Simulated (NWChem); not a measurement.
System: C$_{3}$H$_{5}$ cation

Input file for NWChem:

```
start job
memory heap 200 mb stack 900 mb global 1100 mb
charge 1
geometry units angstroms
  C     -0.720842     0.501577    -0.840958
  C      0.078043    -0.417274    -0.195911
  C      0.648848    -0.116740     1.021651
  H     -1.177216     0.280205    -1.799916
  H     -0.921750     1.478766    -0.412978
  H      0.259392    -1.385988    -0.650795
  H      1.279938    -0.829300     1.542099
  H      0.487445     0.842776     1.503013
end
basis spherical
  * library 6-31g*
end
dft
  xc b3lyp
  iterations 150
end
driver
  maxiter 120
end
task dft optimize
task dft freq
```

The level has its own optimisation; frequencies are unscaled. Brackets give each atom's bonded neighbours.

### Question
Predict the main results of this run. (B3LYP/6-31G* (spherical d).) Quantities: r C–C (Å); r C–H [C(CHH)–H(C)] (Å); r C–H [C(CCH)–H(C)] (Å); highest harmonic frequency (cm⁻¹); lowest (cm⁻¹); zero-point energy (kcal/mol).

### Answer
```
Quantity                           Value
---------------------------------  -----
r C–C (Å)                          1.385
r C–H [C(CHH)–H(C)] (Å)            1.089
r C–H [C(CCH)–H(C)] (Å)            1.087
highest harmonic frequency (cm⁻¹)   3276
lowest (cm⁻¹)                        320
zero-point energy (kcal/mol)        43.1
```
